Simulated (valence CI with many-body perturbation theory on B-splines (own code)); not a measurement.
# E1 transitions of Cl¹²⁺

Calculated by valence CI with perturbative core correlation (CI+MBPT): three valence electrons over a frozen Dirac-Fock core [He], a basis of 11 s, 11 p, 10 d, 8 f, 5 g, 2 h functions for each j, with the one-electron correlation potential Σ1 (screened to all orders), the two-electron term Σ2, the three-electron term Σ3, Breit, model QED; selected single and double excitations, second order for the rest, scaled by the run's own slope (own B-spline code, finite nucleus).

No measured levels were compared; by estimate levels of excited configurations hold to 0.05 to 0.15 % of their energy, terms of the ground configuration to about 0.5 %.

Lines 51 to 100 of 533 in falling wavelength, among levels below 557.36 eV, chosen from the strongest by gf and those to the six lowest levels. Wavelengths and rates use the calculated energies, so an error of 400 cm⁻¹ moves a line at 126.7 nm by 0.51 % and its rate by three times that or more. Electric multipoles are in the length gauge with retardation, E1 and E2 with the static RPA response of the core. Weak lines are less certain than strong ones. Lines between different terms over intervals too small for the method are left out, as are lines whose strength nearly cancels. Where a level lies close to another of its J and parity, the split of strength between their lines is uncertain.

Names give the largest LS component (configuration and term), which can be under half, so a name can repeat, a term be missing and a line seem to break the LS rules; names also repeat where a configuration has a term twice. Letters in brackets count levels of one name in rising energy.

| λ vac (nm) | Upper | Lower | A (s⁻¹) | S (a.u.) with core polarisation | S without |
| --- | --- | --- | --- | --- | --- |
| 126.7 | 2p2 3d 2G_9/2 | 2p2 3p 2F°_7/2 | 2.70e+08 | 2.71e+00 | 2.71e+00 |
| 125.4 | 2p2 3d 4F_5/2 | 2p2 3p 4D°_3/2 | 2.03e+08 | 1.18e+00 | 1.18e+00 |
| 125.1 | 2p2 3d 4F_3/2 | 2p2 3p 4D°_1/2 | 1.74e+08 | 6.72e-01 | 6.72e-01 |
| 124.9 | 2p2 3d 2F_7/2 [b] | 2p2 3p 2D°_5/2 [b] | 2.02e+08 | 1.56e+00 | 1.56e+00 |
| 123.9 | 2p2 3d 2G_7/2 | 2p2 3p 2F°_5/2 | 2.83e+08 | 2.13e+00 | 2.13e+00 |
| 123.2 | 2p2 3d 2F_7/2 [a] | 2p2 3p 2D°_5/2 [a] | 2.21e+08 | 1.63e+00 | 1.63e+00 |
| 122.9 | 2p2 3d 2F_5/2 [a] | 2p2 3p 2D°_3/2 [a] | 1.97e+08 | 1.08e+00 | 1.08e+00 |
| 122.1 | 2p2 3d 2D_5/2 [c] | 2p2 3p 2P°_3/2 [c] | 2.87e+08 | 1.55e+00 | 1.55e+00 |
| 122.1 | 2s 2p 3d 4F°_9/2 | 2s 2p 3p 4D_7/2 | 2.35e+08 | 2.11e+00 | 2.11e+00 |
| 120.2 | 2p2 3d 4D_7/2 | 2p2 3p 4P°_5/2 | 2.10e+08 | 1.44e+00 | 1.45e+00 |
| 119.3 | 2s 2p 3d 4F°_7/2 | 2s 2p 3p 4D_5/2 | 2.28e+08 | 1.53e+00 | 1.53e+00 |
| 118.2 | 2s 2p 3d 2F°_7/2 [b] | 2s 2p 3p 2D_5/2 [b] | 2.14e+08 | 1.40e+00 | 1.40e+00 |
| 118.0 | 2p2 3p 2F°_5/2 | 2p2 3s 2D_3/2 | 3.50e+08 | 1.70e+00 | 1.70e+00 |
| 118.0 | 2p2 3d 4D_5/2 | 2p2 3p 4P°_3/2 | 1.82e+08 | 8.84e-01 | 8.84e-01 |
| 116.5 | 2p2 3d 2D_3/2 [c] | 2p2 3p 2P°_1/2 [c] | 2.75e+08 | 8.60e-01 | 8.61e-01 |
| 114.5 | 2s 2p 3d 4F°_5/2 | 2s 2p 3p 4D_3/2 | 1.74e+08 | 7.72e-01 | 7.72e-01 |
| 114.5 | 2s 2p 3d 2F°_5/2 [b] | 2s 2p 3p 2D_3/2 [b] | 1.63e+08 | 7.22e-01 | 7.22e-01 |
| 112.9 | 2p2 3p 4D°_7/2 | 2p2 3s 4P_5/2 | 3.96e+08 | 2.25e+00 | 2.25e+00 |
| 112.2 | 2p2 3p 4D°_3/2 | 2p2 3s 4P_1/2 | 2.30e+08 | 6.42e-01 | 6.42e-01 |
| 112.2 | 2p2 3p 4D°_5/2 | 2p2 3s 4P_3/2 | 3.41e+08 | 1.43e+00 | 1.43e+00 |
| 112.1 | 2p2 3p 2F°_7/2 | 2p2 3s 2D_5/2 | 4.48e+08 | 2.49e+00 | 2.49e+00 |
| 105.8 | 2p2 3p 4P°_5/2 | 2p2 3s 4P_5/2 | 3.43e+08 | 1.20e+00 | 1.20e+00 |
| 103.1 | 2s 2p 3d 2D°_5/2 [b] | 2s 2p 3p 2P_3/2 [b] | 2.13e+08 | 6.92e-01 | 6.92e-01 |
| 102.0 | 2p2 3p 4P°_1/2 | 2p2 3s 4P_3/2 | 4.42e+08 | 4.64e-01 | 4.64e-01 |
| 101.5 | 2s 2p 3p 2D_5/2 [a] | 2s 2p 3s 2P°_3/2 [a] | 4.38e+08 | 1.36e+00 | 1.36e+00 |
| 101.2 | 2s2 3d 2D_5/2 | 2s2 3p 2P°_3/2 | 3.68e+08 | 1.13e+00 | 1.13e+00 |
| 100.8 | 2s 2p 3p 2D_3/2 [a] | 2s 2p 3s 2P°_1/2 [a] | 3.36e+08 | 6.79e-01 | 6.79e-01 |
| 99.92 | 2s 2p 3p 4D_7/2 | 2s 2p 3s 4P°_5/2 | 5.02e+08 | 1.98e+00 | 1.98e+00 |
| 99.01 | 2s 2p 3d 4P°_5/2 | 2s 2p 3p 4S_3/2 | 2.17e+08 | 6.23e-01 | 6.23e-01 |
| 98.72 | 2s 2p 3p 4D_5/2 | 2s 2p 3s 4P°_3/2 | 4.09e+08 | 1.16e+00 | 1.16e+00 |
| 98.41 | 2p2 3p 2P°_1/2 [c] | 2p2 3s 2S_1/2 | 5.06e+08 | 4.76e-01 | 4.77e-01 |
| 97.93 | 2s 2p 3p 2D_3/2 [b] | 2s 2p 3s 2P°_3/2 [b] | 2.93e+08 | 5.43e-01 | 5.43e-01 |
| 97.84 | 2s2 3d 2D_3/2 | 2s2 3p 2P°_1/2 | 3.37e+08 | 6.23e-01 | 6.22e-01 |
| 96.55 | 2p2 3p 2P°_3/2 [c] | 2p2 3s 2S_1/2 | 5.36e+08 | 9.52e-01 | 9.52e-01 |
| 95.82 | 2s 2p 3p 2D_5/2 [b] | 2s 2p 3s 2P°_3/2 [b] | 3.93e+08 | 1.02e+00 | 1.02e+00 |
| 95.52 | 2s2 3p 2P°_1/2 | 2s2 3s 2S_1/2 | 5.19e+08 | 4.47e-01 | 4.47e-01 |
| 94.27 | 2p2 3d 4P_5/2 | 2p2 3p 4P°_5/2 | 2.51e+08 | 6.24e-01 | 6.24e-01 |
| 94.16 | 2s 2p 3p 2P_3/2 [b] | 2s 2p 3s 2P°_1/2 [b] | 3.28e+08 | 5.40e-01 | 5.40e-01 |
| 91.38 | 2s2 3p 2P°_3/2 | 2s2 3s 2S_1/2 | 5.92e+08 | 8.92e-01 | 8.93e-01 |
| 89.49 | 2p2 3d 2D_3/2 [a] | 2p2 3p 2P°_1/2 [a] | 3.74e+08 | 5.29e-01 | 5.30e-01 |
| 89.48 | 2s 2p 3d 2F°_7/2 [a] | 2s 2p 3p 2D_5/2 [a] | 6.18e+08 | 1.75e+00 | 1.75e+00 |
| 89.13 | 2s 2p 3d 2F°_5/2 [a] | 2s 2p 3p 2D_3/2 [a] | 5.78e+08 | 1.21e+00 | 1.21e+00 |
| 87.81 | 2p2 3d 2D_5/2 [a] | 2p2 3p 2P°_3/2 [a] | 4.60e+08 | 9.22e-01 | 9.22e-01 |
| 86.66 | 2p2 3p 2D°_3/2 [b] | 2p2 3s 2D_3/2 | 4.59e+08 | 5.90e-01 | 5.90e-01 |
| 85.54 | 2p2 3p 2D°_5/2 [b] | 2p2 3s 2D_5/2 | 6.42e+08 | 1.19e+00 | 1.19e+00 |
| 82.65 | 2s 2p 3p 4S_3/2 | 2s 2p 3s 4P°_3/2 | 3.96e+08 | 4.41e-01 | 4.42e-01 |
| 79.49 | 2s 2p 3p 2S_1/2 [a] | 2s 2p 3s 2P°_3/2 [a] | 7.58e+08 | 3.76e-01 | 3.76e-01 |
| 79.30 | 2s 2p 3p 4P_3/2 | 2s 2p 3s 4P°_5/2 | 7.71e+08 | 7.58e-01 | 7.59e-01 |
| 76.76 | 2s 2p 3p 4P_5/2 | 2s 2p 3s 4P°_5/2 | 8.84e+08 | 1.18e+00 | 1.18e+00 |
| 76.72 | 2p2 3p 4S°_3/2 | 2p2 3s 4P_5/2 | 7.23e+08 | 6.45e-01 | 6.45e-01 |
